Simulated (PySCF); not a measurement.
Excitation energy of Ar by level of theory

Ar [Ar] (1S) → Ar [Ne] 3s1 3p6 4p1 (3P), as a difference of total energies. All numbers are calculated (PySCF 2.14, scalar relativity by spin-free X2C-1e, in aug-cc-pCVTZ-DK with one added diffuse shell each of s, p, d, f type (9s8p6d4f, 91 functions)). Correlated levels: valence: [Ne] frozen; valence and next inner shell: 1s2 frozen; nothing frozen. The calculations carry no spin-orbit coupling.

```tsv
method	excitation energy (cm⁻¹)
UHF	248190
LDA	220720
PBE	220480
PBE0	229550
r2SCAN	229900
TPSSh	227690
BP86	220900
wB97X-V	232390
B3LYP	227490
MP2 (valence)	242030
SCS-MP2 (valence)	240570
MP2 (valence and next inner shell)	240850
SCS-MP2 (valence and next inner shell)	239580
MP2 (all electrons)	240780
SCS-MP2 (all electrons)	239530
```

The upper state lies above the first ionisation limit, where it may autoionise and the basis confines it. A Rydberg-like electron needs more diffuse functions than a valence basis has.

The promoted electron is Rydberg-like, and one or two diffuse shells describe it only roughly, which tends to raise the upper state.
